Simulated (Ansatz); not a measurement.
CH7BOP2, singlet, at a GFN2-xTB geometry; B3LYP/pcseg-0 (Ansatz, a quantum-chemistry and plane-wave program).

Ansatz was given this input:
Ansatz 0.2 input:
```yaml
crystal:
  periodic: [false, false, false]
  atoms:
    - {symbol: B, position_ang: [0.10214911, -0.09301782, 0.04704098]}
    - {symbol: O, position_ang: [0.59430754, -0.47111353, -1.12108155]}
    - {symbol: C, position_ang: [0.24962951, 0.04617409, -2.38568207]}
    - {symbol: H, position_ang: [-0.63294424, 0.69155240, -2.32141793]}
    - {symbol: H, position_ang: [1.09488799, 0.61771529, -2.77513500]}
    - {symbol: H, position_ang: [0.04437070, -0.79390490, -3.05075977]}
    - {symbol: P, position_ang: [-1.26490242, 1.26403015, 0.24176814]}
    - {symbol: H, position_ang: [-0.46547915, 2.32613621, -0.14382872]}
    - {symbol: H, position_ang: [-1.06603268, 1.50126046, 1.58823964]}
    - {symbol: P, position_ang: [0.67812005, -1.18156235, 1.51879460]}
    - {symbol: H, position_ang: [1.13377725, -0.15921680, 2.33127388]}
    - {symbol: H, position_ang: [1.93017251, -1.46360682, 1.01072677]}
basis:
  gaussian:
    orbitals: pcseg-0.json
hamiltonian:
  xc: b3lyp
```
The basis file holds pcseg-0 in the JSON format of the Basis Set Exchange.

It wrote (shortened):

```
Functional definition: B3LYP
826 factors; integrals over basis functions are off by at most 6.4e-4 eV
mean field evaluation 1: about -22417.3297 eV, gradient 3.8e1 eV
mean field evaluation 2: about -22413.1473 eV, gradient 6.1e1 eV
mean field evaluation 4: about -22420.2097 eV, gradient 2.1e0 eV
mean field evaluation 8: about -22420.4269 eV, gradient 2.2e-1 eV
mean field evaluation 16: about -22420.4271 eV, gradient 3.3e-5 eV
mean field -22420.42712317 eV, -823.9354996650 hartree, gradient 3.3e-5 eV, S^2 0.000000; 0 other end points of the search recorded, 0 dependent functions left out
reference -22420.42737266 eV, -823.9355088339 hartree; 28, 28 occupied and 39, 39 virtual orbitals, 826 factors
Total energy: -22420.42737266 eV, -823.9355088339 hartree
```
